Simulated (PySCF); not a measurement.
GaI3, SMILES [I][Ga]([I])[I]. Atoms are numbered in the order given.

```xyz
4

Ga     0.0000     0.0000     0.0000
I     -2.4957     0.0000     0.0000
I      1.2479     2.1614     0.0000
I      1.2479    -2.1614     0.0000
```

Geometry: PBE-D3(BJ)/def2-SVP. The isomer is the one that the SMILES or the coordinates give; other isomers of the formula were not compared. The def2 effective core potentials stand for the cores of I; spin–orbit coupling is left out.

Level of theory: HF/def2-TZVP in PySCF.

- total energy: -2813.41421 hartree
- point group: D3h
- highest occupied level: -10.26 eV
- lowest empty level: 0.54 eV
- orbital gap: 10.79 eV
- dipole moment: 0.00 D
- quadrupole, principal values (traceless, Buckingham form, about the centre of nuclear charge): -1.56, -1.56, 3.11 D·Å
- mean static polarisability: 121.2 bohr³ (17.96 Å³)
- polarisability, principal values: 81.4, 141.1, 141.1 bohr³
